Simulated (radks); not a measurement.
The numbers below are computed, except where a source is named.
Valence configurations of the neodymium ion Nd+ (all share [Xe]). Code: a radial shooting solver on a logarithmic mesh with Libxc functionals. Model: scalar-relativistic Kohn-Sham, LDA (Slater exchange, Perdew-Wang correlation), spin-unpolarised, spherical densities, point nucleus. Energies are relative to 4f4 6s1; eigenvalues in eV.

valence                  E (eV)    e(4f)    e(5d)   e(6p)    e(6s)
4f4 6s1                   0.000   -7.917        -       -   -8.450
4f3.5 6s1.5               0.436  -11.473        -       -   -9.174
4f4 5d0.5 6s0.5           0.509   -7.020   -6.912       -   -8.025
4f3.5 5d0.5 6s1           0.672  -10.431   -8.145       -   -8.745
4f4 5d1                   1.106   -6.183   -6.319       -        -
4f3.5 5d0.5 6s0.5 6p0.5   2.270  -11.004   -8.595  -5.870   -9.076
4f3 5d1 6s1               2.375  -13.266   -8.778       -   -9.022
4f5                       2.540   -3.121        -       -        -
4f3 5d0.5 6s0.5 6p1       5.784  -15.500  -10.385  -6.581  -10.078
4f3 6s1 6p1               6.018  -16.659        -  -6.862  -10.497

NIST lists [Xe] 4f4 6s1 as the ground configuration; this level of theory agrees among the configurations tried. The energies are those of spherical spin-averaged densities, not of single terms.
